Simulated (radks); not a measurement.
The numbers below are computed, except where a source is named.
Effect of the nuclear size on the samarium ion Sm17+, [Kr] 4d9. Code: a radial shooting solver on a logarithmic mesh with Libxc functionals. Model: Dirac Kohn-Sham, PBE, spin-unpolarised, spherical densities, finite nucleus; open shells fill j = l - 1/2 first; Fermi nuclear charge, rms radius 5.0819 fm. The rms radius is varied about that value; shifts are against it.

| rms radius (fm) | total energy shift (eV) | density at nucleus (e/bohr^3) | 1s1/2 shift (meV) | 2s1/2 shift (meV) | 4s1/2 shift (meV) | 4p1/2 shift (meV) | 4d5/2 shift (meV) | 5s1/2 (empty) shift (meV) | 5p1/2 (empty) shift (meV) |
|---|---|---|---|---|---|---|---|---|---|
| 4.2942 | -4.84 | 5.547e+05 | -2000 | -253 | -13.5 | 0.334 | 0.644 | -4.25 | 0.071 |
| 4.7109 | -2.36 | 5.426e+05 | -974 | -123 | -6.55 | 0.163 | 0.314 | -2.07 | 0.035 |
| 5.0819 | 0 | 5.329e+05 | 0.000 | 0.000 | 0.000 | 0.000 | 0.000 | 0.000 | 0.000 |
| 5.3055 | 1.49 | 5.275e+05 | 614 | 77.7 | 4.13 | -0.102 | -0.198 | 1.31 | -0.022 |
| 6.0983 | 7.14 | 5.102e+05 | 2950 | 374 | 19.9 | -0.492 | -0.951 | 6.27 | -0.105 |

Slopes of the eigenvalues against <r^2> in GHz/fm^2, as finite differences over the two radii next to the reference (eigenvalue slopes, not the field-shift constants of lines): 1s1/2 64500, 2s1/2 8160, 4s1/2 434, 4p1/2 -10.8, 4d5/2 -20.8, 5s1/2 (empty) 137, 5p1/2 (empty) -2.29.
